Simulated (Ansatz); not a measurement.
Stepwise reaction of `CCB(F)F` with hydrogen sulfide, as a gas-phase model of exchange steps in deposition or etching. ΔE in kJ/mol; ΔG adds harmonic PBE0-D4 terms to CCSD(T)/CBS, at 1 bar.

Isolated molecules relaxed with PBE0-D4/def2-TZVP in Ansatz; ΔE leaves out vibrations. CCSD(T)/CBS adds triple-zeta CCSD(T) − MP2 to the extrapolated MP2 energy (def2 sets, frozen cores). This one scheme is used for every species. DFT in def2-TZVPP. B3LYP here is the variant with VWN-RPA as its local correlation; programs differ in this. Each species was taken in one conformer, which may not be the lowest.

```csv
step,reaction,PBE-D4,B3LYP-D4,ωB97M-V,CCSD(T)/CBS,ΔG(400 K)
2,`CCB(F)S` + H₂S → `CCB(S)S` + H–F,54.6,66.9,68.0,56.0,67.7
```

Give the row of step 1, `CCB(F)F` + H₂S → `CCB(F)S` + H–F. (An estimate is asked.)

The calculation gave: 
```tsv
step	reaction	PBE-D4	B3LYP-D4	ωB97M-V	CCSD(T)/CBS	ΔG(400 K)
1	`CCB(F)F` + H₂S → `CCB(F)S` + H–F	73.8	86.5	87.9	80.0	89.8
```

By hand: ΔE of the 2 steps together at CCSD(T)/CBS.

(80.0) + (56.0) = 136.0 kJ/mol, or 68.0 kJ/mol a step.

In ΔE each step is lower than the one before. All are uphill at CCSD(T)/CBS. ΔG lies between 67.7 and 89.8 kJ/mol a step. PBE-D4 differs from CCSD(T)/CBS by -6.2 to -1.4 kJ/mol a step. Isolated molecules leave out the surface, adducts and barriers. Largest T1 diagnostic: 0.012.
